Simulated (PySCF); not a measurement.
**What settings do to a single point of DyCl3(NH3)**

The sound run of DyCl3(NH3) (singlet in the valence; each metal's 4f electrons, 9 of them, lie in its core potential, out of spins and levels) uses PySCF 2.14.0, RKS PBE, Dy lcecp-1-SVP with ECP55, Cl def2-SVP, N def2-SVP, H def2-SVP; non-relativistic Hamiltonian with scalar-relativistic core potentials where named; density fitting; no spin-orbit coupling, grid (50, 194), threshold 1e-8 Eh and 55 cycles, at the relaxed geometry:

```xyz
8

Dy    0.0276   -0.0276    0.0276
Cl    1.1806    1.8655    1.1806
Cl   -1.8655   -1.1806    1.1806
Cl    1.1806   -1.1806   -1.8655
N    -1.3954    1.3954   -1.3954
H    -2.0115    2.0115   -0.8435
H    -0.8435    2.0115   -2.0115
H    -2.0115    0.8435   -2.0115
```

There Dy1 has a Mulliken charge of 0.62 e and the dipole about the centre of mass is 5.52 D. Each run below changes one thing and starts from free metal ions and neutral atoms unless it says otherwise; with 55 cycles, smearing, a level shift and second-order steps follow where DIIS fails, and their cycles count. Energy shifts count from the sound run. On f atoms grids over 110 angular points are at least (60, 302).

```tsv
change	outcome	cycles	energy shift (eV)	largest force component (eV/Å)	charge on Dy1 (e)	dipole about the centre of mass (D)
cycle limit 5	not converged	5	–	–	–	–
start from a density of up to 30 smeared cycles (not counted)	converged	7	0.0000	0.00	0.62	5.52
```

**Question.** One further run converged with energy shift (eV) 108.32, largest force component (eV/Å) 299.74, charge on Dy1 (e) -1.26, dipole about the centre of mass (D) 7.96. Which change was it?
A. grid (99, 590)
B. Cl2 put 1.1 Å from Dy1, limit 82 cycles
C. threshold 0.0001

**Answer.** B.

**Question.** And the other changes listed?

**Answer.** 
```json
{"change": "grid (99, 590)", "outcome": "converged", "cycles": "9", "energy shift (eV)": "0.0023", "largest force component (eV/Å)": "0.00", "charge on Dy1 (e)": "0.62", "dipole about the centre of mass (D)": "5.52"}
{"change": "threshold 0.0001", "outcome": "converged", "cycles": "6", "energy shift (eV)": "0.0007", "largest force component (eV/Å)": "0.02", "charge on Dy1 (e)": "0.63", "dipole about the centre of mass (D)": "5.51"}
```

Unsound on purpose, so not properties of the compound: Cl2 put 1.1 Å from Dy1, limit 82 cycles.

Forces carry noise of the integration grid, about 0.01 to 0.03 eV/Å.

An lcecp potential fixes the number of 4f electrons, so in runs with it no electron can move into or out of that shell.
